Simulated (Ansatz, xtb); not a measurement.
**Relative energy of two isomers of BGaHO**

Structure a: `[BH][O][Ga]`, a doublet. Structure b: `O=[B][GaH]`, a doublet. Both are isolated molecules in the gas phase, relaxed with B3LYP/6-31G*; the shapes shown needn't be the lowest conformers.

a (Å):

```json
{"atom": "B", "x (Å)": "-0.2957", "y (Å)": "-0.6221", "z (Å)": "0.5749"}
{"atom": "Ga", "x (Å)": "-1.0581", "y (Å)": "0.6501", "z (Å)": "-2.2526"}
{"atom": "O", "x (Å)": "-0.6140", "y (Å)": "-0.0468", "z (Å)": "-0.5527"}
{"atom": "H", "x (Å)": "-0.2232", "y (Å)": "-0.1009", "z (Å)": "1.6625"}
```

b (Å):

```yaml
atoms:
  - { symbol: B, position_ang: [-1.2242, 0.7204, -0.0215] }
  - { symbol: Ga, position_ang: [0.4244, -0.4683, -0.5588] }
  - { symbol: O, position_ang: [-2.1292, 1.4911, 0.2099] }
  - { symbol: H, position_ang: [0.6294, -1.9202, 0.0757] }
```

Energies in hartree; the thermal terms are from B3LYP/6-31G* harmonic frequencies (ideal gas, rigid rotor, one conformer each, 298.15 K, 1 atm) and include the zero-point energy:

|  | a | b |
| --- | --- | --- |
| E, CCSD(T)/def2-TZVP | −2023.975506 | −2023.976270 |
| zero-point energy | 0.012264 | 0.011743 |
| H(298 K) − E | 0.017838 | 0.017088 |
| G(298 K) − E | −0.015280 | −0.015596 |

Question: Work out ΔE, ΔE₀, ΔH and ΔG for a → b in kcal/mol (1 Eh = 627.51 kcal/mol) and the equilibrium ratio [b]/[a].

Answer: 1. ΔE = −2023.976270 − (−2023.975506) = −0.000764 Eh = −0.48 kcal/mol.
2. ΔE₀ = ΔE + ΔZPE = −0.000764 + (−0.000521) Eh = −0.81 kcal/mol.
3. ΔH = ΔE + (−0.000750) Eh = −0.95 kcal/mol.
4. ΔG = ΔE + (−0.000316) Eh = −0.68 kcal/mol, so ΔS = (ΔH − ΔG)/T = −3.8 J/(mol K).
5. kT = 0.9442 mEh, so K = [b]/[a] = exp(−ΔG/kT) = exp(+1.14) ≈ 3.1.

The two are too close for this level to say which is favoured. An error of 1 kcal/mol in ΔG would change K by a factor of 5.4. Mirror images and further conformers aren't counted.

As drawn, b has 1 B=O, 1 B–Ga, 1 Ga–H in place of 1 B–O, 1 Ga–O, 1 B–H.

Other levels gave ΔE = +41.3 (GFN2-xTB); +8.4 (HF/STO-3G, GFN2-xTB geometries); +19.5 (r2SCAN-D4/def2-SVP, GFN2-xTB geometries); +6.5 (B3LYP/6-31G*); +7.3 (HF/def2-TZVP); −2.6 (MP2/def2-TZVP) kcal/mol. Open shells are spin-unrestricted. The correlated steps freeze 11 core orbitals; the filled d shell of Ga is correlated, in a basis made for valence electrons. Programs: Ansatz 0.2.0, xtb 6.7.1.
